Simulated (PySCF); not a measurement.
Species: C5H12Si.
Numbering: `[CH3:1][CH2:2][CH2:3][C@@H:4]1[CH2:5][SiH2:6]1` (hydrogens: H7, H8, H9 on C1; H10, H11 on C2; H12, H13 on C3; H14 on C4; H15, H16 on C5; H17, H18 on Si6)

Structure used (PBE0-D3(BJ)/def2-SVP), in Å, numbered top down from 1:
```xyz
18
C5H12Si angstrom
C     -2.371    0.360    0.778
C     -1.157    0.092   -0.098
C      0.090    0.847    0.352
C      1.306    0.561   -0.503
C      2.009   -0.799   -0.345
Si     3.058    0.665    0.134
H     -2.183    0.060    1.822
H     -3.256   -0.193    0.428
H     -2.630    1.431    0.786
H     -1.383    0.365   -1.144
H     -0.937   -0.990   -0.113
H      0.308    0.589    1.405
H     -0.115    1.932    0.349
H      1.180    0.867   -1.551
H      1.631   -1.441    0.459
H      2.238   -1.359   -1.259
H      4.146    1.113   -0.771
H      3.282    0.931    1.578
```

Computed with PySCF at CAM-B3LYP/def2-SVPD, non-relativistic, on one gas-phase PBE0-D3(BJ)/def2-SVP geometry that isn't relaxed in the solvent. The solvent is an IEF-PCM continuum (Bondi radii, 1.10 Å for H, scaled by 1.2), and excitations are vertical TDDFT with non-equilibrium linear response and a frozen core. Specific hydrogen bonds and non-electrostatic terms are outside this model.

Gas-phase singlets (H = HOMO, L = LUMO):

| state | E (eV) | λ (nm) | f | leading configurations |
| --- | --- | --- | --- | --- |
| S1 | 6.265 | 198 | 0.219 | H→L 96% |
| S2 | 6.308 | 197 | 0.000 | H→L+1 66%, H→L+3 26% |
| S3 | 6.795 | 182 | 0.018 | H→L+2 55%, H→L+3 24% |
| S4 | 6.932 | 179 | 0.032 | H→L+4 57%, H-1→L 10% |
| S5 | 7.141 | 174 | 0.003 | H→L+5 36%, H-1→L 22%, H→L+2 10% |

Question: How does the list change in chloroform (ε = 4.711)?

Answer: 
| state | E (eV) | λ (nm) | f | leading configurations | change by rank (eV) |
| --- | --- | --- | --- | --- | --- |
| S1 | 6.166 | 201 | 0.296 | H→L 97% | -0.099 |
| S2 | 6.336 | 196 | 0.000 | H→L+1 65%, H→L+3 27% | +0.028 |
| S3 | 6.792 | 183 | 0.029 | H→L+2 56%, H→L+3 24% | -0.003 |
| S4 | 6.914 | 179 | 0.033 | H→L+4 57%, H-1→L 12%, H→L+1 9% | -0.018 |
| S5 | 7.147 | 173 | 0.006 | H→L+5 35%, H-1→L 22%, H→L+8 10% | +0.006 |

Question: The ground-state energy changes by -0.029 eV from gas to chloroform. By how much does the total energy of gas-phase S1 change?

Answer: E(S1) = E(S0) + excitation energy, so it changes by -0.029 − 0.099 = -0.128 eV: it is lowered more than the ground state, which is what a red shift means. This is the vertical state, with the slow part of the continuum still set for S0.

Question: How do the frontier levels move from gas to chloroform?

Answer: 
| orbital | gas (eV) | solvent (eV) | change (eV) | Löwdin shares, gas | Löwdin shares, solvent |
| --- | --- | --- | --- | --- | --- |
| LUMO+2 | 1.68 | 1.77 | +0.09 | Si6 28 %, C1 12 %, H18 10 %, H17 10 % | Si6 25 %, C1 13 %, H18 10 %, H17 9 % |
| LUMO+1 | 1.43 | 1.53 | +0.10 | Si6 27 %, C1 9 %, C3 7 %, H17 6 % | Si6 31 %, C1 8 %, H17 7 %, C3 6 % |
| LUMO | 1.17 | 1.24 | +0.07 | Si6 33 %, C5 14 %, H18 11 %, H17 10 % | Si6 33 %, C5 14 %, H18 11 %, H17 10 % |
| HOMO | -7.92 | -7.84 | +0.08 | Si6 29 %, C4 26 %, C5 21 %, C3 5 % | Si6 29 %, C4 26 %, C5 21 %, C3 5 % |
| HOMO-1 | -9.43 | -9.35 | +0.08 | C5 33 %, C4 23 %, Si6 12 %, C3 9 % | C5 33 %, C4 23 %, Si6 12 %, C3 9 % |
| HOMO-2 | -10.52 | -10.40 | +0.12 | C2 26 %, C3 14 %, H10 13 %, C1 11 % | C2 26 %, C3 15 %, H10 13 %, C1 11 % |
| HOMO-3 | -10.85 | -10.74 | +0.11 | C4 18 %, C3 16 %, C2 15 %, C1 14 % | C4 18 %, C3 16 %, C2 15 %, C1 14 % |

The HOMO–LUMO gap goes from 9.09 to 9.09 eV.
